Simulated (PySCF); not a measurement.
C₆H₅GaO.
Structure used (PBE0-D3(BJ)/def2-SVP), in Å, numbered top down from 1:
```xyz
13
C6H5GaO angstrom
C     -3.1949    1.6557   -0.1013
C     -2.1990    0.9619   -0.1149
C     -1.0497    0.1409   -0.1331
C     -0.8721   -1.1919   -0.4099
C      0.5185   -1.4460   -0.2550
C      1.1076   -0.2581    0.1058
Ga     2.9418    0.3326    0.5215
O      0.1482    0.7026    0.1772
H     -4.0754    2.2711   -0.0877
H     -1.6555   -1.8928   -0.6879
H      1.0231   -2.4005   -0.3946
H      3.4550    0.2535    2.0009
H      3.8478    0.8721   -0.6391
```

Computed with PySCF at CAM-B3LYP/def2-SVPD, non-relativistic, on one gas-phase PBE0-D3(BJ)/def2-SVP geometry that isn't relaxed in the solvent. The solvent is an IEF-PCM continuum (cavity from Bondi-type radii × 1.2). The model holds no explicit solvent molecules, cavitation or dispersion. Spin–orbit coupling is left out although an atom past zinc is present.

Gas phase at CAM-B3LYP/def2-SVPD: HOMO -7.54 eV, LUMO -1.06 eV, dipole 1.03 D.

Question: What does the continuum do to the energy, the frontier levels and the dipole at CAM-B3LYP/def2-SVPD in tetrahydrofuran and methanol?

Answer: 
| solvent | ε | E(solvent) − E(gas) (kcal/mol) | polarisation term (kcal/mol) | distortion of the solute (kcal/mol) | HOMO (eV) | LUMO (eV) | dipole (D) |
| --- | --- | --- | --- | --- | --- | --- | --- |
| tetrahydrofuran | 7.426 | -5.18 | -5.76 | 0.58 | -7.56 | -0.63 | 1.45 |
| methanol | 32.61 | -6.27 | -7.14 | 0.87 | -7.58 | -0.56 | 1.54 |

Polarisation term: ½ Σ q·V over the induced surface charges. Distortion: the rise of the solute's own energy as its density leaves the gas-phase optimum. From tetrahydrofuran to methanol the lowering changes by a factor 1.21, Onsager's factor (ε − 1)/(2ε + 1) by 1.18 and ε itself by 4.4.

Question: Which radius a makes the point-dipole formula ΔE = −[(ε − 1)/(2ε + 1)]·μ²/a³ give the value in methanol, with the gas-phase dipole?

Answer: μ = 0.405 au and |ΔE| = 0.01000 Eh give a = 1.05 Å; the farthest nucleus lies 4.67 Å from the centroid of the nuclei, so such a sphere wouldn't even hold the nuclei. The formula assumes a rigid point dipole at the centre of a sphere.

Question: Give the dipole vector in the frame of the coordinates (D, pointing from negative to positive charge), gas and methanol.

Answer: Gas (0.37, -0.95, -0.14), solvent (0.63, -1.40, -0.20). Its length changes by +50 % and its direction by 3°.

Question: How does the static polarisability (CAM-B3LYP/def2-SVPD, frozen core, with the continuum's full static response) change?

Answer: 
```csv
medium,isotropic (au),principal values (au),⟨r²⟩ of the electrons (bohr²)
gas,105.7,"70.2, 92.3, 154.7",1756.0
tetrahydrofuran,136.2,"92.4, 120.1, 196.3",1755.0
methanol,143.4,"99.0, 126.8, 204.5",1754.8
```

The isotropic value in methanol is 1.36 times the gas-phase one; no cavity-field correction is applied. ⟨r²⟩ is taken about the centre of nuclear charge.
